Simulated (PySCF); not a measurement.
A structure optimised at PBE-D3(BJ)/def2-SVP, used in a PySCF frequency run:

```
N
C 1 1.4715
H 2 1.1087 1 110.81
H 2 1.1145 3 107.29 1 -122.57
H 2 1.1145 3 107.29 4 -114.87
Si 1 1.7491 2 117.06 3 180.00
Al 1 1.8022 2 119.63 3 0.00
O 7 1.7147 1 124.86 2 180.00
H 8 0.9697 7 122.20 1 0.00
O 7 1.7150 8 119.96 9 180.00
H 10 0.9690 7 121.43 8 0.00
H 6 1.5080 1 107.06 2 180.00
H 6 1.5103 12 108.88 9 -121.85
H 6 1.5103 12 108.88 9 121.85
```
Charge 0, spin multiplicity 1.

**Question.** Write its SMILES, formula and point group.

**Answer.** C[N]([SiH3])[Al]([OH])[OH], CH8AlNO2Si, Cs

**Question.** What are its rotational constants (standard atomic weights)?

**Answer.** 3.1642, 1.5808, 1.0748 GHz
